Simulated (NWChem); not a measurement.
System: CH$_{4}$F$_{3}$NSi; SMILES CN[Si](F)(F)F

Input file for NWChem:

```
start job
memory heap 200 mb stack 900 mb global 1100 mb
geometry units angstroms noautosym nocenter noautoz
  C     -0.080069     2.385538     0.073276
  N      0.667999     1.146967     0.132284
  Si     0.031086    -0.402455     0.001437
  F     -0.675990    -0.992404     1.316055
  F      1.207011    -1.426717    -0.360431
  F     -1.107945    -0.443569    -1.124940
  H     -0.245522     2.838677     1.066259
  H     -1.065735     2.202835    -0.379009
  H      0.428232     3.127004    -0.563700
  H      1.647631     1.241111     0.374327
end
basis spherical
  * library sto-3g
end
dft
  xc b3lyp
  iterations 150
end
property
  response 1 0.0773
end
task dft property
```

STO-3G and 3-21G are far too small for this property and stand as cheap habits. Geometry: optimised at PBE0/def2-SVP.

Field at 589 nm.

Task: What results follow from this input? (B3LYP/STO-3G.) Quantities: isotropic polarisability (bohr³); anisotropy (bohr³).

Result: 
```
Item                              Result
--------------------------------  ------
isotropic polarisability (bohr³)    19.7
anisotropy (bohr³)                   8.0
```
